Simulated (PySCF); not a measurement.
Excitation energy of Al²⁺ by level of theory

Al²⁺ [Ne] 3s1 (2S) → Al²⁺ [Ne] 3p1 (2P), as a difference of total energies. Computed with PySCF 2.14 in def2-TZVPPD (6s5p4d1f, 48 functions), with the non-relativistic Hamiltonian (point nucleus). Correlated levels: valence and next inner shell: 1s2 frozen. The calculations carry no spin-orbit coupling.

```csv
method,excitation energy (eV)
UHF,6.542
MP2 (valence and next inner shell),6.642
SCS-MP2 (valence and next inner shell),6.621
CCSD (valence and next inner shell),6.644
CCSD(T) (valence and next inner shell),6.646
```

Q: How much does correlation contribute at CCSD(T) (valence and next inner shell)?

A: 6.646 − (6.542) = 0.104 eV, measured against UHF.

A first-order spin-orbit estimate (lowest level to lowest level, LS coupling) adds -0.015 eV.
